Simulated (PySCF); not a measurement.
The numbers are results of PBE-D3(BJ)/def2-TZVP // B3LYP-D3(BJ)/def2-TZVP (PySCF), not measurements. Isolated molecules, 0 K electronic values unless said otherwise. One relaxed conformer stands for a flexible species; it need not be the lowest. Excitations are Tamm–Dancoff values on a coarser integration grid. The basis has no diffuse functions, so Rydberg states are missing or too high.

Reference species (SMILES): `[SH][Ga]([SH])[SH]` (neutral, multiplicity 1).

| Property | Result |
|---|---|
| T1 excitation (TDA) | 4.31 eV |
| S1 oscillator strength | 0.000 |
| HOMO | -6.44 eV |
| S1 excitation (TDA) | 4.55 eV |

After one change: the T1 excitation (TDA) falls by 0.16 eV; the S1 oscillator strength stays essentially unchanged; the HOMO falls by 0.25 eV; the S1 excitation (TDA) drops by 0.11 eV.

Question: Which change was made? The new species is one of these.
A. `[Br][Ga]([Br])[Br]`
B. `[SH][Ga]([SH])[Br]` (H–S–Ga–Br torsion 180°, Br–Ga–S–H torsion 180°)
C. `[SH][Ga]([Br])[Br]` (H–S–Ga–Br torsion 180°)

Answer: B, `[SH][Ga]([SH])[Br]` (H–S–Ga–Br torsion 180°, Br–Ga–S–H torsion 180°)
